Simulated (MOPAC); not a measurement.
A run for MOPAC: PM3 on ClGeH (SMILES [Cl][GeH]), a point of a bond scan (R = 3.310 Å).

```
PM3 1SCF PRECISE CHARGE=0 THREADS=1
ClGeH

Ge     0.52862057 1    -0.16248943 1     0.50490017 1
H      1.62035373 1    -0.38333295 1    -0.65157602 1
Cl    -1.89985841 1     0.57386191 1    -1.62055858 1
```

The log:

```
*******************************************************************************
 **                                                                           **
 **                              MOPAC v23.2.5                                **
 **                                                                           **
 *******************************************************************************
 ** MOPAC's Digital Object Identifier: https://doi.org/10.5281/zenodo.6511958 **
 **                                                                           **
 ** Please cite the open-source release paper for use of this MOPAC version:  **
 ** J. E. Moussa and J. J. P. Stewart (2026)                                  **
 ** MOPAC: An open-source semiempirical molecular orbital program             **
 ** J. Open Source Softw., 11(119), 8025, https://doi.org/10.21105/joss.08025 **
 *******************************************************************************

                              PM3 CALCULATION RESULTS

 *******************************************************************************
 *  PM3        - The PM3 Hamiltonian to be used
 *
 *
 *
 *                 CHARGE ON SYSTEM = 0
 *
 *
 *
 *  PRECISE    - TIGHTER CRITERIA TO BE USED
 *  1SCF       - DO 1 SCF AND THEN STOP
 *  THREADS=1  - MULTI-THREADING NOT USED
 *  T=         - A TIME OF 172800.0 SECONDS REQUESTED
 *  DUMP=N     - RESTART FILE WRITTEN EVERY 7200.0 SECONDS REQUESTED
 *******************************************************************************
PM3 1SCF PRECISE CHARGE=0 THREADS=1
 ClGeH

   ATOM   CHEMICAL          X               Y               Z
  NUMBER   SYMBOL      (ANGSTROMS)     (ANGSTROMS)     (ANGSTROMS)

     1      Ge          0.52862057  *  -0.16248943  *   0.50490017  *
     2       H          1.62035373  *  -0.38333295  *  -0.65157602  *
     3      Cl         -1.89985841  *   0.57386191  *  -1.62055858  *



          CARTESIAN COORDINATES

    NO.       ATOM           X           Y           Z

     1        Ge          0.5286     -0.1625      0.5049
     2         H          1.6204     -0.3833     -0.6516
     3        Cl         -1.8999      0.5739     -1.6206

  H: (PM3): J. J. P. STEWART, J. COMP. CHEM. 10, 209 (1989).
 Cl: (PM3): J. J. P. STEWART, J. COMP. CHEM. 10, 209 (1989).
 Ge: (PM3): J. J. P. STEWART, J. COMP. CHEM. 12, 320-341 (1991).

           Empirical Formula: H Ge Cl  =     3 atoms



      MOLECULAR POINT GROUP   :   Cs


      RHF CALCULATION, NO. OF DOUBLY OCCUPIED LEVELS = 6


 -------------------------------------------------------------------------------
 PM3 1SCF PRECISE CHARGE=0 THREADS=1
 ClGeH



     1SCF WAS SPECIFIED, SO BFGS WAS NOT USED
     SCF FIELD WAS ACHIEVED


                              PM3 CALCULATION
                                                       MOPAC v23.2.5 Linux




          FINAL HEAT OF FORMATION =        112.14826 KCAL/MOL =     469.22833 KJ/MOL


          COSMO AREA              =        110.51 SQUARE ANGSTROMS
          COSMO VOLUME            =         96.42 CUBIC ANGSTROMS

          IONIZATION POTENTIAL    =         10.149583 EV
          HOMO LUMO ENERGIES (EV) =        -10.150 -4.445
          NO. OF FILLED LEVELS    =          6
          MOLECULAR WEIGHT        =        109.0509         POINT GROUP:  Cs

          MOLECULAR DIMENSIONS (Angstroms)

            Atom       Atom       Distance
           Cl     3    H     2     3.77453
            H     2   Ge     1     1.40496
            H     2   Cl     3     0.00000


          SCF CALCULATIONS        =          1





   ATOM   CHEMICAL          X               Y               Z
  NUMBER   SYMBOL      (ANGSTROMS)     (ANGSTROMS)     (ANGSTROMS)

     1      Ge          0.52862057  *  -0.16248943  *   0.50490017  *
     2       H          1.62035373  *  -0.38333295  *  -0.65157602  *
     3      Cl         -1.89985841  *   0.57386191  *  -1.62055858  *

                             CARTESIAN COORDINATES

   1   Ge        0.528620570    -0.162489430     0.504900170
   2    H        1.620353730    -0.383332950    -0.651576020
   3   Cl       -1.899858410     0.573861910    -1.620558580


           Empirical Formula: H Ge Cl  =     3 atoms



      MOLECULAR POINT GROUP   :   Cs


                  EIGENVALUES
 -53.15512 -13.10128 -10.99750 -10.97375 -10.19329 -10.14958  -4.44525  -2.05965
   3.73175


              NET ATOMIC CHARGES AND DIPOLE CONTRIBUTIONS

  ATOM NO.   TYPE          CHARGE      No. of ELECS.   s-Pop       p-Pop
    1         Ge          -0.042751        4.0428     0.12018     3.92258
    2          H           0.052953        0.9470     0.94705
    3         Cl          -0.010202        7.0102     1.99883     5.01138
 DIPOLE           X         Y         Z       TOTAL
 POINT-CHG.     0.397    -0.092    -0.190     0.449
 HYBRID        -0.828     0.117     1.836     2.017
 SUM           -0.431     0.025     1.646     1.702


          ATOMIC ORBITAL ELECTRON POPULATIONS

     Atom    s        px        py        pz
    1 Ge   0.12018   1.11738   1.93905   0.86615
    2  H   0.94705
    3 Cl   1.99883   1.44400   1.94958   1.61780

 **********************
 *                    *
 * JOB ENDED NORMALLY *
 *                    *
 **********************




 == MOPAC DONE ==
```

The run finished.

Cost: around 0.020 core-seconds (rough).
